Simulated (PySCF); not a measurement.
PySCF 2.14 output of an unrestricted PBE0 calculation on a single atom or ion in aug-cc-pVQZ-PP with one added diffuse shell each of s, p, d, f, g type with ECP10MDF (8s7p6d4f3g, 114 functions), with scalar relativity through the core potential:

```
SCF conv_tol = 1e-09
number electrons alpha = 14  beta = 9
    C. Adamo and V. Barone.,  J. Chem. Phys. 110, 6158 (1999)
    M. Ernzerhof and G. E. Scuseria.,  J. Chem. Phys. 110, 5029 (1999)
cycle= 1 E= -331.852163423077  delta_E= -0.00484  |g|= 0.0714  |ddm|= 0.804
cycle= 2 E= -331.852390299756  delta_E= -0.000227  |g|= 0.0583  |ddm|= 0.34
cycle= 3 E= -331.852849062832  delta_E= -0.000459  |g|= 0.00144  |ddm|= 0.154
cycle= 4 E= -331.852851546127  delta_E= -2.48e-06  |g|= 0.000381  |ddm|= 0.0125
cycle= 5 E= -331.852851922209  delta_E= -3.76e-07  |g|= 7.26e-05  |ddm|= 0.00279
cycle= 6 E= -331.852851965766  delta_E= -4.36e-08  |g|= 5.03e-06  |ddm|= 0.00138
cycle= 7 E= -331.852851965947  delta_E= -1.81e-10  |g|= 6.41e-07  |ddm|= 9.62e-05
converged SCF energy = -331.852851965947  <S^2> = 8.7509406  2S+1 = 6.0003135
```

The run itself started from symmetry-adapted Hartree-Fock orbitals and held the occupation by maximum overlap, on a logarithmic radial grid, so the iterations belong to that start.

Question: Which element, charge and spin multiplicity is this?

Answer: As (arsenic, neutral), multiplicity 6; the state was [Ar] 3d10 4s1 4p3 4d1, high-spin 6D determinant (an excited configuration).

Energies and moments cover only the electrons outside the core potential. The outer electron is Rydberg-like, and this basis confines it to a smaller radius and binds it less than a complete one would.
